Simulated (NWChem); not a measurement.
GeHI, singlet; SMILES [GeH][I]

```xyz
3

Ge     0.0093    -1.5746     0.0000
H     -1.5871    -1.6588     0.0000
I      0.0037     0.9759     0.0000
```
Atoms are numbered in this order, from 1.

Level: PBE0/def2-SVP with def2 effective core potentials on I (NWChem), optimised geometry, unscaled harmonic frequencies. Low-valent species are run as closed-shell singlets; no triplet was tried in these runs. def2 effective core potentials on I; no spin-orbit coupling.

```
frequency (cm⁻¹)  IR intensity (km/mol)
----------------  ---------------------
241                                26.3
674                                22.5
1925                              296.9
```

- zero-point energy: 4.1 kcal/mol
- thermal correction to the enthalpy at 298.15 K (with zero-point energy): 6.8 kcal/mol
- heat capacity Cv: 8.6 cal/(mol K)
- entropy at 298.15 K and 1 atm (symmetry number 1): 67.8 cal/(mol K)

Rigid rotor and harmonic oscillator.
